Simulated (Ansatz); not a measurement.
The lowest singlet and triplet of CClF (SMILES F[C]Cl); geometries from B3LYP-D3(BJ)/def2-TZVP, each state relaxed from the structure named, with no frequency check.
Singlet (charge 0, multiplicity 1):
```xyz
3

F     -1.479    -0.228     0.000
C     -0.568     0.696     0.000
Cl     0.984    -0.125     0.000
```

A positive gap puts the triplet lower; no zero-point energy. R- takes a restricted singlet. U- takes an unrestricted singlet (broken symmetry where lower, unprojected). The triplet is unrestricted in single-reference levels.

Frozen-core correlation.

The values were computed with Ansatz (Gaussian basis) for Hartree–Fock, density functionals and correlated methods. Values without a source in brackets are computed.

### Question
One of these levels gives -20.41 kcal/mol for the gap E(singlet) − E(triplet), vertical, at the singlet's geometry. Which one is it?
(A) U-HF/cc-pV(D+d)Z (spin-contaminated)
(B) R-CCSD(T)/cc-pV(Q+d)Z
(C) R-r2SCAN/def2-TZVPP

### Answer
A, U-HF/cc-pV(D+d)Z (spin-contaminated). The others give -34.01 (R-r2SCAN/def2-TZVPP), -42.90 (R-CCSD(T)/cc-pV(Q+d)Z)

Doubts at one or more of the structures used: a restricted determinant that unrestricted orbitals would lower (R-CCSD(T)/cc-pV(Q+d)Z).

Ansatz is a quantum-chemistry and plane-wave program.
